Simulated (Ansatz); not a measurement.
Coupled-cluster run, CH₆ClGaN₂ (`C[NH][Ga]([NH2])[Cl]`).

```yaml
crystal:
  periodic: [false, false, false]
  atoms:
    - {symbol: C, position_ang: [-1.391138, -0.685352, 0.810646]}
    - {symbol: N, position_ang: [-0.675115, 0.559321, 0.666772]}
    - {symbol: Ga, position_ang: [0.814332, 0.857570, -0.303036]}
    - {symbol: N, position_ang: [1.723567, -0.402607, -1.231190]}
    - {symbol: Cl, position_ang: [1.629071, 2.840568, -0.249782]}
    - {symbol: H, position_ang: [-2.412671, -0.630455, 0.414694]}
    - {symbol: H, position_ang: [-0.879427, -1.481549, 0.264714]}
    - {symbol: H, position_ang: [-1.453771, -1.009204, 1.856438]}
    - {symbol: H, position_ang: [-1.079496, 1.330929, 1.170426]}
    - {symbol: H, position_ang: [2.436945, -0.116671, -1.880840]}
    - {symbol: H, position_ang: [1.287712, -1.262571, -1.518841]}
basis:
  gaussian: {orbitals: def2-SVP}
correlation: {method: ccsd_t}
```

```sh
$ ansatz run in.yaml --threads 4 --pin off --events-out ev --progress --plain --max-ram 10444MiB
```

Output of Ansatz, abridged:

```
Functional definition: HF
1221 factors; integrals over basis functions are off by at most 1.4e-3 eV
mean field evaluation 1: about -68911.7455 eV, gradient 4.1e1 eV
mean field evaluation 2: about -68911.7489 eV, gradient 4.1e1 eV
mean field evaluation 4: about -68915.5405 eV, gradient 3.6e0 eV
mean field evaluation 8: about -68915.5767 eV, gradient 2.1e-4 eV
mean field -68915.57671307 eV, -2532.6007315495 hartree, gradient 1.6e-6 eV, S^2 0.000000; 0 other end points of the search recorded, 0 dependent functions left out
17 core orbitals not correlated: weight in the atoms' cores, before any rotation towards them, 1.000 or more for the frozen orbitals, at most 0.000 for the correlated occupied ones
reference -68915.57671307 eV, -2532.6007315495 hartree; 20, 20 occupied and 85, 85 virtual orbitals, 1221 factors
second order -22.52773732 eV of doubles, -0.00000000 eV of singles
cycle   1  -22.75000028 eV  change   -2.2e-1 eV  update   1.1e-1
cycle   2  -23.35524920 eV  change   -6.1e-1 eV  update   3.2e-2
cycle   3  -23.48074378 eV  change   -1.3e-1 eV  update   1.7e-2
cycle   4  -23.47313003 eV  change    7.6e-3 eV  update   4.1e-3
cycle   5  -23.47178875 eV  change    1.3e-3 eV  update   1.8e-3
cycle   6  -23.47122162 eV  change    5.7e-4 eV  update   5.5e-4
cycle   7  -23.47110401 eV  change    1.2e-4 eV  update   2.0e-4
cycle   8  -23.47110484 eV  change   -8.4e-7 eV  update   5.5e-5
cycle   9  -23.47110959 eV  change   -4.8e-6 eV  update   2.1e-5
perturbative correction -0.65998278 eV, -0.0242539199 hartree
Total energy: -68939.70780544 eV, -2533.4875328376 hartree
```

It took 9.5 s on 4 threads of an Arm Neoverse V2 on a shared host, with 0.7 GiB of host memory at the peak.

Correlation energy per correlated electron: -0.603 eV. T1 diagnostic: 0.0121.
